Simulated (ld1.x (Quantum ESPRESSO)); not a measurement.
# Before and after: TM potential for Co

- Element: cobalt
- Generator: ld1.x (Quantum ESPRESSO) 7.5
- Type: norm-conserving Troullier–Martins (Kleinman–Bylander form)
- Functional: LDA (PZ)
- Relativity: scalar-relativistic
- Frozen core: [Ne] 3s2
- Valence charge: 15
- Reference configuration: 3p6 3d7 4s1 4p0 (charge +1)
- Partial waves: 3p (bound): rc 0.80 bohr; 3d (bound): rc 0.95 bohr; 4s (bound): rc 1.70 bohr
- Local potential: the s channel
- Core correction: none

All-electron outer shells of the reference configuration (LDA (PZ), scalar-relativistic, ld1.x):

```json
{"shell": "3s", "level (eV)": "-110.77", "outermost node (bohr)": "0.31", "outermost maximum (bohr)": "0.67"}
{"shell": "3p", "level (eV)": "-74.42", "outermost node (bohr)": "0.28", "outermost maximum (bohr)": "0.68"}
{"shell": "3d", "level (eV)": "-17.28", "outermost node (bohr)": "–", "outermost maximum (bohr)": "0.66"}
{"shell": "4s", "level (eV)": "-13.08", "outermost node (bohr)": "0.96", "outermost maximum (bohr)": "2.18"}
{"shell": "4p", "level (eV)": "-7.68", "outermost node (bohr)": "1.04", "outermost maximum (bohr)": "2.73"}
```

Change: all radii scaled by about 0.95 (s 1.62, p 0.76, d 0.90 bohr).

Cutoffs: the cutoffs (Ry, on a coarse ladder) from which the occupation-weighted sum of valence levels, in a spherical-Bessel basis at the reference potential, stays within 10 and 1 mRy of its value at 400 Ry; they do not see the model core or the augmentation charge, which bear on the density cutoff. Errors are all-electron minus pseudo energies relative to the spin-unpolarised reference configuration.

Problem. How do hardness, ghosts and transferability respond?

Solution. Of the 9 tests that both files solve, the error grows in 0 and shrinks in 2 by more than 15 % and 0.3 meV (median size 310.7 → 299.9 meV); neither file shows a bound ghost at the reference potential, the only one tested.

```csv
quantity,base,changed
"cutoff, loose",230 Ry,230 Ry
"cutoff, tight",over 300 Ry,over 300 Ry
loose cutoff by channel (10 mRy a level),"p 110 Ry, d 200 Ry, s 18 Ry","p 120 Ry, d 200 Ry, s 25 Ry"
bound ghosts,none,none
"error for 3p6 3d7 4s2 4p0, meV [ΔE -9.30 eV]",-2.2,-0.8
"error for 3p6 3d7 4s0 4p0, meV [ΔE 17.08 eV]",-12,-9.1
"error for 3p6 3d6 4s0 4p0, meV [ΔE 53.27 eV]",-293,-300
"error for 3p6 3d7 4s0 4p1, meV [ΔE 5.45 eV]",-1165,-1115
"error for 3p6 3d7.5 4s1.5 4p0, meV [ΔE -10.28 eV]",-31,-27
"error for 3p6 3d5 4s0 4p0, meV [ΔE 108.92 eV]",-1392,-1423
"error for 3p6 3d6 4s2 4p0, meV [ΔE 6.16 eV]",-311,-266
"error for 3p6 3d7 4s1 4p0 (spin-polarised), meV [ΔE -2.58 eV]",+460,+468
"error for 3p6 3d7 4s2 4p0 (spin-polarised), meV [ΔE -11.28 eV]",+464,+470
```

Base: These tests converged, but a pseudo level misses the all-electron one widely, so the file describes the atom poorly there or has found another state: 3p6 3d6 4s0 4p0: empty 4p by 3.0 eV; 3p6 3d5 4s0 4p0: empty 4p by 4.7 eV (a node warning on the way). Changed file: These tests converged, but a pseudo level misses the all-electron one widely, so the file describes the atom poorly there or has found another state: 3p6 3d6 4s0 4p0: empty 4p by 2.9 eV (a node warning on the way); 3p6 3d5 4s0 4p0: empty 4p by 4.6 eV (a node warning on the way).
